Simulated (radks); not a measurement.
Charge is removed step by step from the 6s down level of neutral praseodymium, starting from [Xe] 4f3 6s(up 1, down 1). All-electron calculation, scalar-relativistic Kohn-Sham, PBE, spin-polarised, spherical densities, point nucleus; open shells are filled with parallel spins first (spin-orbit coupling, left out, can overturn this in heavy ions). Program: a radial shooting solver on a logarithmic mesh with Libxc functionals.

| removed (e) | E - E(0) (eV) | eigenvalue (eV) |
|---|---|---|
| 0 | 0.000 | -3.361 |
| 0.125 | 0.451 | -3.862 |
| 0.25 | 0.965 | -4.370 |
| 0.375 | 1.544 | -4.885 |
| 0.5 | 2.187 | -5.407 |
| 0.625 | 2.895 | -5.938 |
| 0.75 | 3.671 | -6.482 |
| 0.875 | 4.515 | -7.025 |

The mean slope of the eigenvalue, de/dn, is 4.19 eV per electron.
